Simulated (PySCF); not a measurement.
C₂H₈OSi₂. Atoms are numbered in the order given.

```xyz
13

C     -1.2873    -2.2823     0.0000
C      0.0498    -2.2357     0.0000
Si     0.9721    -0.6182     0.0000
O     -0.1611     0.5985     0.0000
Si    -0.3127     2.2494     0.0000
H     -1.8846    -1.3630     0.0000
H     -1.8390    -3.2301     0.0000
H      0.6113    -3.1801     0.0000
H      1.8435    -0.4953     1.2069
H      1.8435    -0.4953    -1.2069
H      0.3342     2.8295     1.2131
H      0.3342     2.8295    -1.2131
H     -1.7610     2.5887     0.0000
```
Charge 0, spin multiplicity 1.

The structure is a stationary point at ωB97X-D3(BJ)/def2-SVP. The values are those of a single conformer.

Calculation: PBE/pcSseg-1 (PySCF).

GIAO shieldings, no solvent; atoms alike by connectivity are averaged. δ = σ(ref) − σ: ¹³C against TMS (σ = 182.0 ppm); ²⁹Si against TMS (σ = 335.4 ppm); ¹⁷O against H2O (σ = 334.3 ppm); ¹H against TMS (σ = 31.49 ppm), references at their B3LYP-D3(BJ)/def2-TZVP geometries, non-relativistic.

| atoms | nucleus | count | δ (ppm) |
|---|---|---|---|
| C1 | ¹³C | 1 | [?] |
| C2 | ¹³C | 1 | 140.6 |
| Si3 | ²⁹Si | 1 | [?] |
| Si5 | ²⁹Si | 1 | -36.1 |
| O4 | ¹⁷O | 1 | [?] |
| H6, H7 | ¹H | 2 | 6.76 |
| H8 | ¹H | 1 | [?] |
| H9, H10 | ¹H | 2 | 5.67 |
| H11, H12, H13 | ¹H | 3 | 5.55 |

**Question.** Fill in the missing entries. (Estimate from the structure and the level; the computed values follow.)

**Answer.** 
- Si3, δ (ppm): -28.0
- O4, δ (ppm): 9.3
- C1, δ (ppm): 145.6
- H8, δ (ppm): 6.47
